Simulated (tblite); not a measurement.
Parent: `[CH2:1]=[C:2]1[CH2:3][O:4][CH2:5][CH2:6][SiH2:7]1` with C1–C2–C3–O4 129°, C2–C3–O4–C5 70°, C3–O4–C5–C6 -75°, O4–C5–C6–Si7 56°, C5H10OSi.

Structures optimised with GFN2-xTB, isolated species. One conformer each, not checked by frequencies here.

| coordinate of the parent | value |
| --- | --- |
| C1=C2 | 1.325 Å |
| C2–C3 | 1.508 Å |
| C3–O4 | 1.411 Å |
| O4–C5 | 1.408 Å |
| C5–C6 | 1.530 Å |
| C6–Si7 | 1.903 Å |
| C2–Si7 | 1.886 Å |
| C1–C2–C3 | 121.2° |
| C1–C2–Si7 | 125.2° |
| C3–C2–Si7 | 113.6° |
| C2–C3–O4 | 113.9° |
| C3–O4–C5 | 114.9° |
| O4–C5–C6 | 113.7° |
| C5–C6–Si7 | 109.7° |
| C2–Si7–C6 | 102.3° |

Problem. How does the shared frame change in `[CH2:1]=[C:2]1[CH2:3][O:4][C@@H:5]([F:6])[CH2:7][SiH2:8]1` with C1–C2–C3–O4 -130°, C2–C3–O4–C5 -65°, C3–O4–C5–F6 -54°, O4–C5–C7–Si8 -56°, C5H9FOSi? Atoms pair as C1 = C1, C2 = C2, C3 = C3, O4 = O4, C5 = C5, C6 = C7, Si7 = Si8 (parent first).

Solution. 
```csv
parent,relative,value in the relative,change
C1=C2,C1=C2,1.325 Å,0.000
C2–C3,C2–C3,1.505 Å,-0.003
C3–O4,C3–O4,1.426 Å,+0.015
O4–C5,O4–C5,1.375 Å,-0.033
C5–C6,C5–C7,1.522 Å,-0.008
C6–Si7,C7–Si8,1.905 Å,+0.002
C2–Si7,C2–Si8,1.886 Å,0.000
C1–C2–C3,C1–C2–C3,121.2°,0.0
C1–C2–Si7,C1–C2–Si8,125.5°,+0.3
C3–C2–Si7,C3–C2–Si8,113.3°,-0.3
C2–C3–O4,C2–C3–O4,114.6°,+0.7
C3–O4–C5,C3–O4–C5,117.0°,+2.1
O4–C5–C6,O4–C5–C7,115.8°,+2.1
C5–C6–Si7,C5–C7–Si8,109.7°,0.0
C2–Si7–C6,C2–Si8–C7,101.1°,-1.2
```

Of the parent's bonds, O4–C5 changes most (-0.033 Å). Bonds of the relative outside the shared frame: C5–F6 1.391 Å. Point group C1 → C1.

Problem. How does the shared frame change in `[CH2:1]=[C:2]1[CH2:3][O:4][C@@H:5]([CH2:6][C:7]#[N:8])[CH2:9][SiH2:10]1` with O4–C5–C6–C7 -174°, C1–C2–C3–O4 131°, C2–C3–O4–C5 70°, C3–O4–C5–C6 162°, O4–C5–C9–Si10 57°, C7H11NOSi? Atoms pair as C1 = C1, C2 = C2, C3 = C3, O4 = O4, C5 = C5, C6 = C9, Si7 = Si10 (parent first).

Solution. 
| parent | relative | value in the relative | change |
| --- | --- | --- | --- |
| C1=C2 | C1=C2 | 1.325 Å | 0.000 |
| C2–C3 | C2–C3 | 1.507 Å | -0.001 |
| C3–O4 | C3–O4 | 1.410 Å | -0.001 |
| O4–C5 | O4–C5 | 1.413 Å | +0.005 |
| C5–C6 | C5–C9 | 1.529 Å | -0.001 |
| C6–Si7 | C9–Si10 | 1.904 Å | +0.001 |
| C2–Si7 | C2–Si10 | 1.888 Å | +0.002 |
| C1–C2–C3 | C1–C2–C3 | 121.2° | 0.0 |
| C1–C2–Si7 | C1–C2–Si10 | 125.1° | -0.1 |
| C3–C2–Si7 | C3–C2–Si10 | 113.7° | +0.1 |
| C2–C3–O4 | C2–C3–O4 | 113.9° | 0.0 |
| C3–O4–C5 | C3–O4–C5 | 115.1° | +0.2 |
| O4–C5–C6 | O4–C5–C9 | 112.5° | -1.2 |
| C5–C6–Si7 | C5–C9–Si10 | 109.5° | -0.2 |
| C2–Si7–C6 | C2–Si10–C9 | 102.5° | +0.2 |

Of the parent's bonds, O4–C5 changes most (+0.005 Å). Bonds of the relative outside the shared frame: C5–C6 1.541, C6–C7 1.436, C7≡N8 1.143 Å. Point group C1 → C1.

Problem. How does the shared frame change in `[CH2:1]=[C:2]1[CH2:3][O:4][C@@H:5]([C:6]#[N:7])[CH2:8][SiH2:9]1` with C1–C2–C3–O4 -128°, C2–C3–O4–C5 -68°, C3–O4–C5–C6 -53°, O4–C5–C8–Si9 -56°, C6H9NOSi? Atoms pair as C1 = C1, C2 = C2, C3 = C3, O4 = O4, C5 = C5, C6 = C8, Si7 = Si9 (parent first).

Solution. 
```
   parent   relative  value in the relative  change
    C1=C2      C1=C2                1.325 Å   0.000
    C2–C3      C2–C3                1.507 Å  -0.001
    C3–O4      C3–O4                1.417 Å  +0.006
    O4–C5      O4–C5                1.413 Å  +0.005
    C5–C6      C5–C8                1.538 Å  +0.008
   C6–Si7     C8–Si9                1.908 Å  +0.005
   C2–Si7     C2–Si9                1.886 Å   0.000
 C1–C2–C3   C1–C2–C3                 121.1°    -0.1
C1–C2–Si7  C1–C2–Si9                 125.3°    +0.1
C3–C2–Si7  C3–C2–Si9                 113.5°    -0.1
 C2–C3–O4   C2–C3–O4                 113.9°     0.0
 C3–O4–C5   C3–O4–C5                 116.3°    +1.4
 O4–C5–C6   O4–C5–C8                 113.6°    -0.1
C5–C6–Si7  C5–C8–Si9                 109.9°    +0.2
C2–Si7–C6  C2–Si9–C8                 101.6°    -0.7
```

Of the parent's bonds, C5–C6 changes most (+0.008 Å). Bonds of the relative outside the shared frame: C5–C6 1.455, C6≡N7 1.143 Å. Point group C1 → C1.

The numbers are calculated, not measured.
